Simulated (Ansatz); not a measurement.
Computed with Ansatz on PBE0-D4/def2-TZVP structures; ΔE is electronic, products minus reactants. CCSD(T)/CBS adds triple-zeta CCSD(T) − MP2 to the extrapolated MP2 energy (def2 sets, frozen cores). DFT in def2-TZVPP. def2 core potentials past Kr. For In outer-core shells are correlated without core-valence functions, which leaves a few kJ/mol of doubt a bond. Each species was taken in one conformer, which may not be the lowest.

Consider the formal exchange of groups at a C–C bond: `C#CC(C)(N)S` + `[F][InH][Cl]` → `C#[C][In]([F])[Cl]` + `CC(N)S`.

`C#CC(C)(N)S`:

Cartesian coordinates in Å:
```
C 0.859 1.843 -1.488
C 0.415 0.911 -0.875
C -0.083 -0.233 -0.104
C -0.828 0.252 1.133
N 0.965 -1.153 0.306
S -1.211 -1.120 -1.252
H 1.248 2.667 -2.037
H -0.142 0.796 1.789
H -1.226 -0.606 1.675
H -1.644 0.918 0.854
H 1.470 -1.481 -0.509
H 1.627 -0.667 0.903
H -1.449 -2.128 -0.395
```

`[F][InH][Cl]`:

Z-matrix (Å, degrees):
```
In
F 1 1.939
Cl 1 2.305 2 109.3
H 1 1.688 2 121.8 3 -180.0
```

`C#[C][In]([F])[Cl]`:

```xyz
6

C    -0.198   -2.007   -0.356
C    -0.102   -0.821   -0.158
In    0.081    1.189    0.190
F    -1.269    2.423   -0.434
Cl    1.775    2.271    1.292
H    -0.286   -3.055   -0.534
```

`CC(N)S`:

Cartesian coordinates in Å:
```
C 0.169 0.700 0.807
C -0.376 -0.328 -0.168
N -0.239 0.007 -1.568
S 0.461 -1.946 0.007
H 0.000 0.406 1.846
H 1.244 0.835 0.659
H -0.328 1.661 0.645
H -1.440 -0.487 0.023
H 0.718 0.264 -1.780
H -0.839 0.786 -1.808
H 0.630 -1.897 1.338
```

```
             level  ΔE (kJ/mol)
           ωB97X-V        -28.0
            r2SCAN        -23.7
              PBE0        -26.3
     HF/def2-TZVPP        -45.6
SCS-MP2/def2-TZVPP        -35.7
     HF/def2-QZVPP        -46.2
SCS-MP2/def2-QZVPP        -35.6
    CCSD/CBS(def2)        -36.4
```

Problem. What does CCSD(T)/CBS give? (An estimate is asked.)

Solution. Ansatz gave: -34.7 kJ/mol. The listed levels differ from it by 6.7, 11.0, 8.4, -10.9, -1.0, -11.5, -0.9, -1.7 kJ/mol.

Largest T1 diagnostic among the species: 0.015.

In def2-TZVPP, CCSD(T) changes the Hartree–Fock value by +9.7 kJ/mol (the triples alone add +1.7 kJ/mol) and MP2 by +13.0 kJ/mol. From PBE to PBE0 (25 % exact exchange), in def2-TZVPP and without D4, ΔE moves by −3.9 kJ/mol.
